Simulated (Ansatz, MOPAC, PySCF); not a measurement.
System: GaF (charge 0, singlet). SMILES: [F][Ga]
Geometry: optimised at B3LYP-D3(BJ)/def2-TZVP (Ansatz, a program for electronic structure).

Unscaled harmonic wavenumbers (cm⁻¹) in rising order, each level at the stationary point that it reaches from this structure (no distance between atoms moves by over 0.3 Å); the order of modes can differ between levels, and a negative number is imaginary. B3LYP-D3(BJ)/def2-TZVP (PySCF, at the structure above): 601.

PM6 (MOPAC): 697. Zero-point energy 1.0 against 0.9 kcal/mol; where all levels lie over 400 cm⁻¹, the wavenumbers are on average 1.160 times those of B3LYP-D3(BJ)/def2-TZVP.

HF/3-21G (Ansatz): 806. Zero-point energy 1.2 against 0.9 kcal/mol; where all levels lie over 400 cm⁻¹, the wavenumbers are on average 1.340 times those of B3LYP-D3(BJ)/def2-TZVP.

HF/6-31G* with LANL2DZ past Ar (Ansatz): 680. Zero-point energy 1.0 against 0.9 kcal/mol; where all levels lie over 400 cm⁻¹, the wavenumbers are on average 1.130 times those of B3LYP-D3(BJ)/def2-TZVP.

B3LYP/6-31G* with LANL2DZ past Ar (Ansatz): 632. Zero-point energy 0.9 against 0.9 kcal/mol; where all levels lie over 400 cm⁻¹, the wavenumbers are on average 1.050 times those of B3LYP-D3(BJ)/def2-TZVP.
